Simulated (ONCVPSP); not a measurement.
# La, ONCV: configuration errors across variants

| Item | Value |
| --- | --- |
| Element | La |
| Generator | ONCVPSP 4.0.1 |
| Type | optimised norm-conserving Vanderbilt (ONCV) |
| Functional | PBEsol |
| Relativity | fully relativistic |
| Frozen core | [Kr] 4d10 |
| Valence charge | 11 |
| Reference configuration | 5s2 5p6 5d1 (charge +2) |
| Partial waves | 5s: rc 2.70 bohr, ncon 4, nbas 7, qcut 4.7 1/bohr, 2 projectors, debl 1.7 Ha; 5p: rc 2.00 bohr, ncon 4, nbas 8, qcut 3.3 1/bohr, 3 projectors, debl 0.4 Ha; 5d: rc 3.70 bohr, ncon 4, nbas 9, qcut 3.7 1/bohr, 3 projectors, debl 3.7 Ha; f scattering state at 0.42 Ha: rc 3.35 bohr, ncon 5, nbas 9, qcut 3.7 1/bohr, 2 projectors, debl 1.5 Ha |
| Local potential | polynomial inside 1.40 bohr (lpopt 5, dvloc0 2 Ha) |
| Core correction | none |

Open shells are filled in proportion to 2j + 1.

In the s channel the program set the typed energies aside and used -1.893, 0.050 Ha. In the p channel the program set the typed energies aside and used -1.254, 0.250, 0.650 Ha (j = l + 1/2; the other j can differ). In the f channel the program set the typed energies aside and used -0.621, 0.879 Ha (j = l + 1/2; the other j can differ).

All-electron excitation energies from the reference (eV): (1) 5s2 5p6 5d1 6s2 -16.846; (2) 5s2 5p6 5d1 6s1 -10.846; (3) 5s2 5p6 5d0 18.896; (4) 5s2 5p6 5d1 6p1 -7.874.

A true bound ghost makes a file unfit for plane-wave use even where its test errors are small: the radial tests pick states by their node count and pass the ghost by.

Errors AE − PS in meV (a dash: test not solved or not reliable):

| change | (1) | (2) | (3) | (4) | bound ghosts | GHOST(+) flags above zero |
| --- | --- | --- | --- | --- | --- | --- |
| base | -57 | -21 | +32 | -9.3 | d3/2 | s, p3/2, d5/2, p1/2 |
| p: qcut 2.1 | -58 | -21 | +32 | -9.3 | p1/2, d3/2 | s, p3/2, d5/2, p1/2 |
| p: nbas 7 | -58 | -21 | +32 | -9.3 | d3/2 | s, p3/2, d5/2, p1/2 |
| p: qcut 3.2 | -57 | -21 | +32 | -9.3 | d3/2 | s, p3/2, d5/2, p1/2 |
| all radii scaled by about 1.11 (s 3.00, p 2.22, d 4.10, f 3.72 bohr); local potential polynomial inside 1.56 bohr (lpopt 5, dvloc0 2 Ha) | -1.8 | +1.3 | +61 | -2.3 | p3/2, p1/2, d3/2 | s, p3/2, d5/2, p1/2 |
| d: rc 4.8 | -23 | -7.5 | +137 | -7.6 | d5/2 | s, p3/2, p1/2 |
| p: rc 1.34; local potential polynomial inside 1.34 bohr (lpopt 5, dvloc0 2 Ha) | -48 | -15 | +33 | -9.2 | p3/2, p1/2, d3/2, s | p3/2, d5/2, p1/2 |

Problem. Give the same row for: local potential polynomial inside 1.40 bohr (lpopt 5, dvloc0 9.5 Ha).

Solution. -70, -27, +31, -10; bound ghosts: d5/2, p1/2; GHOST(+) flags above zero: p3/2, p1/2, d3/2.
